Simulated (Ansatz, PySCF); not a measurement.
Reaction R1 + R2 → P1 + P2, each structure at its B3LYP-D3(BJ)/def2-TZVP stationary point, reached from a drawn start (curvature not checked).
R1, H2O (SMILES O) (charge 0, multiplicity 1, Z-matrix in Å and degrees):
```
O
H 1 0.9627
H 1 0.9627 2 105.24
```
R2, Cl4Ti (SMILES [Cl][Ti]([Cl])([Cl])[Cl]) (charge 0, multiplicity 1):
| atom | x (Å) | y (Å) | z (Å) |
|---|---|---|---|
| Cl | 1.8809 | -0.8059 | 0.7423 |
| Ti | 0.0000 | 0.0000 | 0.0000 |
| Cl | -1.0518 | -1.5351 | -1.1292 |
| Cl | -1.2299 | 0.6362 | 1.6795 |
| Cl | 0.4010 | 1.7049 | -1.2926 |
P1, Cl3HOTi (SMILES [OH][Ti]([Cl])([Cl])[Cl]) (charge 0, multiplicity 1):
```
atom    x (Å)    y (Å)    z (Å)
----  -------  -------  -------
O     -1.1739  -0.0567   0.7713
Ti     0.3585   0.0128  -0.0897
Cl     0.4141   1.8273  -1.3201
Cl     2.0085   0.0262   1.3557
Cl     0.5240  -1.7283  -1.4129
H     -2.1313  -0.0812   0.6958
```
P2, HCl (SMILES Cl) (charge 0, multiplicity 1, Z-matrix in Å and degrees):
```
Cl
H 1 1.2820
```

P less R. No zero-point or thermal terms; no spin–orbit coupling. One arrangement of each flexible species, with no search for the lowest.

Correlated levels freeze the cores.

Run with Ansatz (a quantum-chemistry and plane-wave program) with Gaussian orbitals; PySCF for the D3/D4 terms. No computed number here is a measurement.

### Question
Predict the reaction energy from revPBE/def2-TZVPP.

### Answer
189 meV

### Question
Predict the reaction energy from CCSD(T)/def2-TZVPP.

### Answer
177 meV

### Question
Predict the reaction energy from PBE0-D4/def2-TZVPP.

### Answer
194 meV
